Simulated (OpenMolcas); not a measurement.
## Ni2+: effect of the metal basis and ligand basis

Ni2+ with 6 ligands (fluoride) in octahedral coordination (Oh) at 2 Å. A charge of +0.667 e stands 2.4 Å behind each ligand.

- Program: OpenMolcas
- Method: CASSCF
- Spin-orbit coupling: RASSI with atomic mean-field integrals over the reference wave functions

Fixed: active space 8 electrons in 5 orbitals (3d), DKH2 Hamiltonian.

States (labels of O, the rotations of Oh). Energies in cm-1 above the lowest state or level, χT in cm3 K/mol; 10Dq and B are least-squares fits to the states below 45000 cm-1, weighted by degeneracy, with a free offset, and given where the rms deviation is under 5 % of |10Dq| (or 100 cm-1) and under 700 cm-1.

```csv
Run,Metal basis,Ligand basis,Ground state,First state of that spin,10Dq,B (rms of fit),First gap with spin-orbit (degeneracies),χT at 300 K,First state of another spin,Cost
A,ANO-RCC-VDZP,ANO-RCC-VDZP,3A2,3T2 6061,5940,1276 (63),"5786 (3, 2)",1.508,1E 18494,roughly 10 core-seconds
B,ANO-RCC-VTZP,ANO-RCC-VTZP,3A2,3T2 5817,5728,1289 (51),"5547 (3, 2)",1.523,1E 18608,roughly 70 core-seconds
```

Against A, |10Dq| changes by -3.6 % in B.

Costs are those of the RASSCF and RASSI steps.

Without dynamic correlation the repulsion within the d shell is too large (B by tens of per cent), so at a given field states of lower spin stand too high. Ligand-to-metal charge-transfer states are missing. With no ligand orbital active B as a rule stays too high, so bands that hang on it stand too high and its fall with covalency is understated. With metal d orbitals alone and no dynamic correlation the field as a rule comes out too small, by tens of per cent, by up to half for chloride and softer ligands, and the orbital part of g and χT, which goes as 1/10Dq, too large. No measured value stands beside these numbers; the geometry was imposed, not optimised, and the real ion may take another.
